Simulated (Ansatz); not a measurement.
A series at Ga: from `[Br][Ga]([Br])[Br]`, ligands are replaced one by one, each step taking up H₂O and setting free HBr; n counts the steps. Ansatz, PBE0-D4/def2-TZVP geometries. Each molecule was computed in one conformer, which needn't be the lowest.

```tsv
n	molecule	HOMO energy, ωB97M-V/def2-TZVPP (eV)
0	`[Br][Ga]([Br])[Br]`	?
1	`[OH][Ga]([Br])[Br]`	-10.93
2	`[OH][Ga]([OH])[Br]`	-10.97
3	`[OH][Ga]([OH])[OH]`	-11.45
```

Problem. By hand: fit a straight line y = ȳ + b (n − n̄) to the 3 given rows and predict n = 0.

Solution. n̄ = 2.000, ȳ = -11.117; Σ(n − n̄)(y − ȳ) = -0.520, Σ(n − n̄)² = 2.000, so b = -0.260 eV a step. Prediction: -11.117 + (-0.260) × (-2.000) = -10.60 eV.

Problem. By hand: compare with the computed value, -10.91 eV, and give the steps along the whole series.

Solution. The line misses by -0.31 eV (computed minus predicted). Steps: -0.02, -0.04, -0.48 eV.

One step carries most of the change, so a line is a poor guide. The highest orbital can change its character along such a series. The miss is 57.4 % of the series' range.

Spin–orbit coupling is left out; it splits and shifts lone-pair levels of the heavy atoms by tenths of an eV.
